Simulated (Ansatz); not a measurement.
A made-up structure of Al₂H₂O₂, singlet:

O1  (-0.242, -0.720, -2.171)
Al2  (-0.255, -0.023, -0.637)
O3  (0.673, -0.332, 0.794)
Al4  (-0.255, 0.934, 1.512)
H5  (-0.814, -0.191, -2.041)
H6  (-0.248, 1.573, 2.963)
(Å)

It is relaxed with PBE-D4/def2-SVP and then PBE0-D4/def2-TZVP (Ansatz 0.2.0). Atoms count as bonded within 1.22 times the sum of their covalent radii (H–H: 0.88 Å). The end point is not checked to be a true minimum.

Task: Does its bonding change? (Judge from chemistry; the calculation decides.)

Result: The calculation gives: Yes. Formed: none; broken: Al2–H5.

Where it ends: The first stage lowers the energy by 2.91 eV in 10 steps. It ends as Al₂H₂O₂ ([OH][Al]1[O][AlH]1):
```csv
atom,x (Å),y (Å),z (Å)
O1,-0.2889,-0.6450,-2.0300
Al2,-0.3116,0.0637,-0.4997
O3,0.6949,-0.2576,0.8665
Al4,-0.2205,0.9585,1.6800
H5,-0.8759,-0.4232,-2.7501
H6,-0.1394,1.5446,3.1520
```

Labels in which every atom is bracketed show which atoms are joined, not bond orders.

For scale, one of the runs: PBE0-D4/def2-TZVP relaxation, 148 basis functions, launched by `ansatz run in.yaml --threads 2 --pin off --events-out ev --progress --plain --max-ram 4352MiB`. Hardware: 2 CPU threads of an Arm Neoverse V1, shared host. Wall time about 22 s.
